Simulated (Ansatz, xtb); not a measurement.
# BClH2SiSn+: where a starting geometry ends

The starting geometry of this gas-phase doublet was built from a drawn formula by distance geometry and a force field; its bonds are those of `[SiH2][B]=[Sn+][Cl]`.

```json
{"atom": "B", "x (Å)": "-3.3847", "y (Å)": "-1.3590", "z (Å)": "-1.1032"}
{"atom": "Cl", "x (Å)": "-4.0389", "y (Å)": "0.7867", "z (Å)": "-0.1429"}
{"atom": "Si", "x (Å)": "-3.5995", "y (Å)": "-3.2439", "z (Å)": "-0.4859"}
{"atom": "Sn", "x (Å)": "-2.7869", "y (Å)": "0.3251", "z (Å)": "-2.0777"}
{"atom": "H", "x (Å)": "-4.6802", "y (Å)": "-2.4594", "z (Å)": "-1.0678"}
{"atom": "H", "x (Å)": "-2.6755", "y (Å)": "-2.3349", "z (Å)": "0.2723"}
```

Q: Predict what becomes of its bonds when it is optimised with r2SCAN-D4/def2-SVP.

A: New bonds form, giving a structure with H6 bridging B1 and Si3, given below by its coordinates. Distances that change by over a tenth: B1–Sn4 (2.04 → 2.35 Å), Si3–H5 (1.46 → 1.86 Å), Si3–H6 (1.50 → 1.84 Å). Contacts that close: B1–H5 (1.70 → 1.28 Å), B1–H6 (1.83 → 1.28 Å).

The energy falls by 2.90 eV over 27 steps:

| step | E − E(last) (eV) |
| --- | --- |
| 1 | 2.897 |
| 4 | 0.321 |
| 7 | 0.161 |
| 10 | 0.117 |
| 13 | 0.115 |
| 15 | 0.112 |
| 18 | 0.098 |
| 21 | 0.032 |
| 24 | 0.000 |
| 27 | 0.000 |

Final geometry (Å):

```yaml
atoms:
  - { symbol: B, position_ang: [-3.7761, -1.8137, -1.0039] }
  - { symbol: Cl, position_ang: [-2.8319, 1.3982, 0.0156] }
  - { symbol: Si, position_ang: [-2.7680, -3.2483, -0.3969] }
  - { symbol: Sn, position_ang: [-3.5709, 0.3309, -1.9377] }
  - { symbol: H, position_ang: [-4.2087, -2.9018, -1.5179] }
  - { symbol: H, position_ang: [-4.0100, -2.0508, 0.2355] }
```

From the same start GFN2-xTB ends elsewhere, differing in B1–Cl2 (2.08 against 3.50 Å here), B1–H6 (3.25 against 1.28 Å here).

The end wasn't checked by frequencies. Open shells are spin-unrestricted. Atoms past krypton carry core potentials, without spin–orbit terms. Run with Ansatz 0.2.0, 2.8 min on 2 threads of Intel(R) Xeon(R) Platinum 8259CL CPU @ 2.50GHz (Skylake/Cascade Lake) (shared host).
